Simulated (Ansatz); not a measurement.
Cl$_{2}$Sn, singlet, geometry from GFN2-xTB (such geometries of metal compounds can be far from the true shape) (core potentials on Sn). Base run: PBE/def2-SV(P) in Ansatz (a quantum-chemistry and plane-wave program).

Input for Ansatz:
Ansatz 0.2 input:
```yaml
crystal:
  periodic: [false, false, false]
  atoms:
    - {symbol: Sn, position_ang: [0.01027658, -0.01020405, 0.62162910]}
    - {symbol: Cl, position_ang: [1.12595238, 1.42639629, -0.90985620]}
    - {symbol: Cl, position_ang: [-1.15617762, -1.39638439, -0.91846469]}
basis:
  gaussian:
    orbitals: def2-SV_P_.json
hamiltonian:
  xc: pbe
```
The basis file holds def2-SV(P) in the JSON format of the Basis Set Exchange.

The base run was repeated with changes; each row names its change, and settings that it needs were set with it.

```tsv
change	basis functions	E (Eh)
base	62	-1134.14109
basis = x2c-SVPall; relativity = none	72	-6810.65138
basis = x2c-TZVPall; relativity = none	134	-6827.08775
basis = ANO-RCC-VDZP; relativity = spin-free X2C	79	-7099.10893
basis = x2c-TZVPall; relativity = spin-free X2C	134	-7099.24796
basis = x2c-SVPall; relativity = spin-free X2C; nucleus = Gaussian	72	-7098.07623
basis = x2c-SVPall; relativity = spin-free X2C	72	-7098.20280
basis = ANO-RCC-VDZP; relativity = spin-free X2C; nucleus = Gaussian	79	-7098.94067
basis = x2c-TZVPall; relativity = spin-free X2C; nucleus = Gaussian	134	-7099.10530
basis = ANO-RCC-VDZP; relativity = none	79	-6773.09117
```

Absolute energies of different levels of theory aren't comparable as measures of quality.

Ansatz warned in this series: the basis is contracted for relativity, which the run leaves out.

Basis sets contracted for a relativistic Hamiltonian are a mismatch without it, so the rows without relativity aren't non-relativistic limits. No row has spin-orbit coupling; sets with core potentials leave out the core electrons.
